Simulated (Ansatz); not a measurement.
Species: H4BSiO, charge 0, doublet. H4BSiO (SMILES [BH]O[SiH3], doublet).
B3LYP-D3(BJ)/def2-TZVP minimum from Ansatz (a quantum-chemistry and plane-wave program):
```
Si
O 1 1.6697
B 2 1.3251 1 139.12
H 3 1.2056 2 124.29 1 0.00
H 1 1.4755 2 107.55 3 -120.48
H 1 1.4755 5 110.51 2 117.13
H 1 1.4796 5 110.71 6 123.03
```
Charge 0, spin multiplicity 2.

Total energies in cc-pV(D+d)Z, 17 correlated electrons, 7 frozen orbitals. Open shells are spin-unrestricted; no spin-orbit coupling. Correlated methods leave the cores frozen. No relativity.

```tsv
method	program	energy (Eh)	minus CCSDT(Q) (mEh)
HF	Ansatz	-390.82848	393.48
MP2	Ansatz	-391.17470	47.26
CCSD	Ansatz	-391.21109	10.86
CCSD(T)	Ansatz	-391.22027	1.69
CCSDT(Q)	Ansatz	-391.22196	0.00
```

Rough core times of Ansatz's runs on a shared machine: CCSD(T) under 20 s, CCSDT(Q) 10 min.
